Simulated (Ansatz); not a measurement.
Relaxation of C3H5ClOSi (11 atoms, charge 0, multiplicity 1), to a largest force component of 0.015 eV/Å in at most 40 steps.

Theory: RKS CAM-B3LYP-D4/def2-SVP (Ansatz 0.2.0).

```xyz
11
Properties=species:S:1:pos:R:3:forces:R:3
C 0.836 -1.843 -0.329 -0.64 2.99 -0.38
Si -0.577 -0.766 0.358 -0.35 -0.18 -1.04
Cl -0.876 -1.197 2.374 -0.05 -0.01 -0.23
C -2.182 -1.048 -0.608 5.69 0.90 3.28
C -3.221 -1.205 -1.122 -6.36 -0.92 -3.41
O -4.380 -1.375 -1.786 1.92 0.23 0.90
H 0.997 -1.556 -1.389 0.02 -0.08 0.30
H 0.585 -2.847 -0.285 -0.48 -2.51 0.17
H 1.727 -1.622 0.246 0.53 -0.06 0.23
H -0.170 0.682 0.280 -0.23 -0.38 0.04
H -5.111 -1.396 -1.155 -0.05 0.01 0.13
```

Task: Where does it end, and by what steps?

Result: The forces met the threshold. The force dipped under the threshold on the way, but the program's further checks kept it going. After 19 steps the energy has fallen by 0.360 eV; H11 moved furthest, 0.47 Å.

```json
{"step": "0", "energy less start (eV)": "0.0000", "largest force component (eV/Å)": "6.357", "accepted": "yes"}
{"step": "1", "energy less start (eV)": "-0.3147", "largest force component (eV/Å)": "1.021", "accepted": "yes"}
{"step": "2", "energy less start (eV)": "-0.3491", "largest force component (eV/Å)": "0.278", "accepted": "yes"}
{"step": "3", "energy less start (eV)": "-0.3515", "largest force component (eV/Å)": "0.136", "accepted": "yes"}
{"step": "4", "energy less start (eV)": "-0.3559", "largest force component (eV/Å)": "0.057", "accepted": "yes"}
{"step": "5", "energy less start (eV)": "-0.3562", "largest force component (eV/Å)": "0.064", "accepted": "yes"}
{"step": "6", "energy less start (eV)": "-0.2593", "largest force component (eV/Å)": "2.015", "accepted": "no"}
{"step": "7", "energy less start (eV)": "-0.3567", "largest force component (eV/Å)": "0.163", "accepted": "yes"}
{"step": "8", "energy less start (eV)": "-0.3584", "largest force component (eV/Å)": "0.007", "accepted": "yes"}
{"step": "9", "energy less start (eV)": "-0.3587", "largest force component (eV/Å)": "0.019", "accepted": "yes"}
{"step": "10", "energy less start (eV)": "-0.3433", "largest force component (eV/Å)": "0.951", "accepted": "no"}
{"step": "11", "energy less start (eV)": "-0.3587", "largest force component (eV/Å)": "0.043", "accepted": "yes"}
{"step": "12", "energy less start (eV)": "-0.3592", "largest force component (eV/Å)": "0.062", "accepted": "yes"}
{"step": "13", "energy less start (eV)": "-0.3592", "largest force component (eV/Å)": "0.152", "accepted": "no"}
{"step": "14", "energy less start (eV)": "-0.3595", "largest force component (eV/Å)": "0.016", "accepted": "yes"}
{"step": "15", "energy less start (eV)": "-0.3593", "largest force component (eV/Å)": "0.087", "accepted": "no"}
{"step": "16", "energy less start (eV)": "-0.3596", "largest force component (eV/Å)": "0.007", "accepted": "yes"}
{"step": "17", "energy less start (eV)": "-0.3597", "largest force component (eV/Å)": "0.058", "accepted": "yes"}
{"step": "18", "energy less start (eV)": "-0.3598", "largest force component (eV/Å)": "0.015", "accepted": "yes"}
{"step": "19", "energy less start (eV)": "-0.3598", "largest force component (eV/Å)": "0.014", "accepted": "yes"}
```

```xyz
11
Properties=species:S:1:pos:R:3
C 0.780 -1.786 -0.356
Si -0.591 -0.757 0.369
Cl -0.773 -1.226 2.389
C -2.162 -1.095 -0.473
C -3.208 -1.342 -1.037
O -4.304 -1.640 -1.663
H 0.918 -1.540 -1.420
H 0.539 -2.856 -0.277
H 1.727 -1.602 0.172
H -0.286 0.693 0.304
H -5.012 -1.022 -1.424
```

Time of the run: 71 s on 2 threads of Intel(R) Xeon(R) CPU @ 2.80GHz (Skylake/Cascade Lake), with other jobs on the host, peak memory 0.36 GiB.
